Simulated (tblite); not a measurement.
Species: C₅H₇ClO₂Si.
Z-matrix (Å and degrees, GFN2-xTB geometry), rows numbered from 1:
```
O 
C   1  1.2080
C   2  1.5156  1  121.56
C   3  1.4990  2  114.87  1   140.30
C   4  1.3232  3  125.07  2    32.43
O   5  1.3600  4  125.08  3    -1.29
Si  6  1.6325  5  125.54  4   -17.88
C   7  1.9117  2  111.39  1    86.60
Cl  8  1.7862  7  109.81  2    46.21
H   3  1.0988  2  104.83  1  -100.71
H   3  1.0923  2  109.79  1    14.52
H   4  1.0782  3  116.41  2  -149.73
H   5  1.0808  4  122.84  3   178.36
H   7  1.4577  2  113.05  1   -40.13
H   8  1.0862  7  112.35  2   -72.55
H   8  1.0871  7  112.16  2   164.54
```

Method: GFN2-xTB as coded in tblite; computed harmonic values from a numerical Hessian at the method's own geometry, unscaled. The method is semi-empirical: single wavenumbers can be off by several per cent or more. Modes of hydrogen on silicon can be 10 to 20 % off. One conformer, not necessarily the lowest.

Harmonic wavenumbers (cm⁻¹): 33.0, 50.1, 69.5, 105.5, 137.1, 229.9, 319.2, 349.0, 396.1, 432.1, 493.1, 576.7, 593.9, 629.9, 695.5, 720.5, 741.2, 759.2, 781.3, 808.4, 861.7, 886.4, 986.3, 1075.2, 1086.2, 1105.0, 1117.7, 1186.9, 1241.6, 1287.9, 1317.2, 1414.8, 1421.1, 1713.8, 1738.5, 2319.9, 2893.0, 2981.4, 3002.6, 3015.8, 3065.6, 3102.5.

A = 1488, B = 982.3, C = 872.0 MHz; mass 161.990 u (most abundant isotopes); point group C1, symmetry number 1.

Q: Zero-point energy?

A: ½Σν̃ = 23871 cm⁻¹ = 285.56 kJ/mol.

Q: What is S at 273.15 K and 1 bar for an ideal gas of classical rigid rotors and harmonic oscillators?

A: Translation 170.49, rotation 124.06, vibration 120.81: S = 415.4 J/(mol K).

Q: And Cp and H(273.15 K) − H(0)?

A: Cp = 148.74 J/(mol K), of which vibrations give 115.48 (their classical limit is 42 R = 349.2); H(273.15 K) − H(0) = 25.41 kJ/mol without the zero-point energy, 16.33 from vibrations.

Q: How do the functions run with temperature in this model?

A: 
| T (K) | S (J/(mol K)) | Cp (J/(mol K)) | H − H(0) (kJ/mol) | G − H(0) (kJ/mol) | ln q(vib) |
| --- | --- | --- | --- | --- | --- |
| 50 | 259.5 | 61.3 | 2.33 | -10.65 | 0.97 |
| 100 | 307.7 | 79.2 | 5.85 | -24.91 | 2.56 |
| 298.15 | 428.8 | 158.9 | 29.26 | -98.60 | 8.00 |
| 373.15 | 467.6 | 186.8 | 42.24 | -132.23 | 9.95 |
| 500 | 527.8 | 224.8 | 68.47 | -195.43 | 13.16 |
| 750 | 629.2 | 274.2 | 131.39 | -340.48 | 19.13 |
| 1000 | 712.5 | 304.7 | 204.04 | -508.51 | 24.54 |

q(vib) and H(0) count from the zero-point level.

Q: Blend soft modes into free rotors: weight 1/[1 + (100 cm⁻¹/ν̃)⁴] for the oscillator and the rest for a rotor with moment μB/(μ + B), μ = h/(8π²ν), B = 10⁻⁴⁴ kg m². What vibrational entropy results?

A: 105.62 J/(mol K) in place of 120.81, which changes −T·S at 273.15 K by +4.15 kJ/mol.

Q: Which modes carry the vibrational entropy at 273.15 K?

A: 33.0 cm⁻¹: 22.87; 50.1 cm⁻¹: 19.42; 69.5 cm⁻¹: 16.72; 105.5 cm⁻¹: 13.31; 137.1 cm⁻¹: 11.20; 229.9 cm⁻¹: 7.21 J/(mol K); the other 36 give 30.09 together.

Q: What must be added to the electronic energy to get the Gibbs energy at 273.15 K and 1 bar?

A: ZPE + [H(273.15 K) − H(0)] − T·S = 285.56 + 25.41 − 113.46 = 197.51 kJ/mol.

Hindered rotation and anharmonicity are outside this model. Other conformers, if any are populated, would add a mixing term that is left out. The structure is chiral; the term R ln 2 for an equal mix with its mirror image is left out.
